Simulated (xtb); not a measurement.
C4H14OSi2, charge +1, quartet, at the geometry of the source list (a state made from the parent by changing its charge; the spin is typed, not shown lowest); GFN0-xTB run with xtb.

The xtb input:
```
$ xtb mol.xyz --gfn 0 --chrg 1 --uhf 3 --json

# file mol.xyz
21

C      2.13880000     1.46220000     0.17930000
Si     1.57910000    -0.27440000     0.70930000
C      2.23490000    -1.57560000    -0.50940000
O     -0.04460000    -0.33670000     0.74100000
Si    -1.64560000    -0.09750000     0.59540000
C     -1.97350000     1.68780000     0.03410000
C     -2.35230000    -1.32390000    -0.67140000
H      1.82950000     1.68750000    -0.83960000
H      1.71240000     2.22530000     0.82620000
H      3.22120000     1.56050000     0.22250000
H      1.97970000    -0.57490000     2.08930000
H      1.83420000    -2.56060000    -0.29000000
H      3.31610000    -1.64040000    -0.45110000
H      1.97630000    -1.33760000    -1.53730000
H     -2.17270000    -0.34700000     1.94270000
H     -1.57060000     1.87410000    -0.95960000
H     -3.03900000     1.90400000     0.00150000
H     -1.51280000     2.40230000     0.71230000
H     -2.07800000    -2.34590000    -0.42810000
H     -1.99760000    -1.11950000    -1.67760000
H     -3.43550000    -1.26990000    -0.68950000
```

It wrote (shortened):

```
   ID    Z sym.   atoms
    1    6 C      1, 3, 6, 7
    2   14 Si     2, 5
    3    8 O      4
    4    1 H      8-21

           -------------------------------------------------
          |                Calculation Setup                |
           -------------------------------------------------

           -------------------------------------------------
          |                 G F N 0 - x T B                 |
           -------------------------------------------------

          ...................................................
          :                      SETUP                      :
          :.................................................:
          :  # basis functions                  68          :
          :  # atomic orbitals                  66          :
          :  # shells                           44          :
          :  # electrons                        43          :
          :  electronic temp.          300.0000000     K    :
          :  accuracy                    1.0000000          :
          :  -> integral cutoff          0.2500000E+02      :
          :  -> integral neglect         0.1000000E-07      :
          ...................................................

         :::::::::::::::::::::::::::::::::::::::::::::::::::::
         ::                     SUMMARY                     ::
         :::::::::::::::::::::::::::::::::::::::::::::::::::::
         :: total energy             -21.211976300256 Eh    ::
         :: gradient norm              0.087424291840 Eh/a0 ::
         :: HOMO-LUMO gap              0.559268914736 eV    ::
         ::.................................................::
         :: H0 energy                -22.680041343904 Eh    ::
         :: repulsion energy           0.332780390548 Eh    ::
         :: electrostat energy         1.141565066404 Eh    ::
         :: -> Gsolv                   0.000000000000 Eh    ::
         ::    -> Gsasa                0.000000000000 Eh    ::
         ::    -> Gshift               0.000000000000 Eh    ::
         :: dispersion energy         -0.006280413304 Eh    ::
         :: short-range corr.         -0.000000000000 Eh    ::
         :: add. restraining           0.000000000000 Eh    ::
         :: total charge               1.000000000000 e     ::
         :::::::::::::::::::::::::::::::::::::::::::::::::::::

           -------------------------------------------------
          |                Property Printout                |
           -------------------------------------------------

    * Orbital Energies and Occupations

         #    Occupation            Energy/Eh            Energy/eV
      -------------------------------------------------------------
         1        2.0000           -0.6794265             -18.4881
       ...           ...                  ...                  ...
        11        2.0000           -0.5286396             -14.3850
        12        2.0000           -0.5264441             -14.3253
        13        2.0000           -0.5250394             -14.2870
        14        2.0000           -0.5248847             -14.2828
        15        2.0000           -0.5238805             -14.2555
        16        2.0000           -0.4743808             -12.9086
        17        2.0000           -0.4676235             -12.7247
        18        2.0000           -0.4573652             -12.4455
        19        2.0000           -0.4538709             -12.3505
        20        1.9719           -0.4385448             -11.9334
        21        1.0281           -0.4318133             -11.7502
        22        1.0000           -0.4244777             -11.5506
        23        1.0000           -0.2231392              -6.0719 (HOMO)
        24        0.0000           -0.2025865              -5.5127 (LUMO)
        25        0.0000           -0.1978081              -5.3826
        26                         -0.1837610              -5.0004
        27                         -0.1810654              -4.9270
        28                         -0.1764816              -4.8023
        29                         -0.1556753              -4.2361
        30                         -0.1508620              -4.1052
        31                         -0.1491907              -4.0597
        32                         -0.1472151              -4.0059
        33                         -0.1092312              -2.9723
        34                         -0.1088978              -2.9633
       ...                                ...                  ...
        66                          1.0520260              28.6271
      -------------------------------------------------------------
                  HL-Gap            0.0205528 Eh            0.5593 eV
             Fermi-level            0.0000000 Eh            0.0000 eV

     #   Z          covCN         q      C6AA      α(0)
     1   6 C        3.649    -0.681    43.012     9.525
     2  14 Si       3.475     0.734   133.183    21.617
     3   6 C        3.650    -0.680    42.947     9.517
     4   8 O        1.539    -0.640    26.049     6.898
     5  14 Si       3.475     0.734   133.183    21.617
     6   6 C        3.649    -0.681    43.012     9.525
     7   6 C        3.650    -0.680    42.950     9.517
     8   1 H        0.925     0.238     0.925     1.504
     9   1 H        0.925     0.243     0.904     1.487
    10   1 H        0.925     0.243     0.905     1.488
    11   1 H        0.917    -0.014     3.318     2.849
    12   1 H        0.925     0.253     0.866     1.455
    13   1 H        0.925     0.242     0.909     1.491
    14   1 H        0.925     0.243     0.905     1.488
    15   1 H        0.917    -0.014     3.318     2.849
    16   1 H        0.925     0.238     0.925     1.504
    17   1 H        0.925     0.243     0.905     1.488
    18   1 H        0.925     0.243     0.904     1.487
    19   1 H        0.925     0.253     0.866     1.455
    20   1 H        0.925     0.243     0.905     1.488
    21   1 H        0.925     0.242     0.909     1.491

 Mol. C6AA /au·bohr⁶  :       4753.798944
 Mol. C8AA /au·bohr⁸  :     166595.403905
 Mol. α(0) /au        :        111.737965

Wiberg/Mayer (AO) data.
largest (>0.10) Wiberg bond orders for each atom

 ---------------------------------------------------------------------------
     #   Z sym  total        # sym  WBO       # sym  WBO       # sym  WBO
 ---------------------------------------------------------------------------
     1   6 C    3.908 --     8 H    0.958     9 H    0.958    10 H    0.956
                             2 Si   0.814     4 O    0.112
     2  14 Si   4.142 --     4 O    1.070    11 H    0.840     3 C    0.830
                             1 C    0.814     5 Si   0.316
     3   6 C    3.910 --    12 H    0.958    14 H    0.958    13 H    0.956
                             2 Si   0.830     4 O    0.110
     4   8 O    2.733 --     2 Si   1.070     5 Si   1.070     1 C    0.112
                             6 C    0.112     3 C    0.110     7 C    0.110
     5  14 Si   4.142 --     4 O    1.070    15 H    0.840     7 C    0.830
                             6 C    0.814     2 Si   0.316
     6   6 C    3.908 --    16 H    0.958    18 H    0.958    17 H    0.956
                             5 Si   0.814     4 O    0.112
     7   6 C    3.910 --    19 H    0.958    20 H    0.958    21 H    0.956
                             5 Si   0.830     4 O    0.110
     8   1 H    0.989 --     1 C    0.958
     9   1 H    0.984 --     1 C    0.958
    10   1 H    1.003 --     1 C    0.956
    11   1 H    0.950 --     2 Si   0.840
    12   1 H    0.988 --     3 C    0.958
    13   1 H    0.992 --     3 C    0.956
    14   1 H    0.990 --     3 C    0.958
    15   1 H    0.950 --     5 Si   0.840
    16   1 H    0.989 --     6 C    0.958
    17   1 H    1.003 --     6 C    0.956
    18   1 H    0.984 --     6 C    0.958
    19   1 H    0.988 --     7 C    0.958
    20   1 H    0.990 --     7 C    0.958
    21   1 H    0.992 --     7 C    0.956
 ---------------------------------------------------------------------------

Topologies differ in total number of bonds
Writing topology from bond orders to xtbtopo.mol

 dipole moment from electron density (au)
     X       Y       Z
  -0.0066  -0.1286   0.0462  total (Debye):    0.348

           -------------------------------------------------
          | TOTAL ENERGY              -21.211976300256 Eh   |
          | GRADIENT NORM               0.087424291840 Eh/α |
          | HOMO-LUMO GAP               0.559268914736 eV   |
           -------------------------------------------------

normal termination of xtb
```
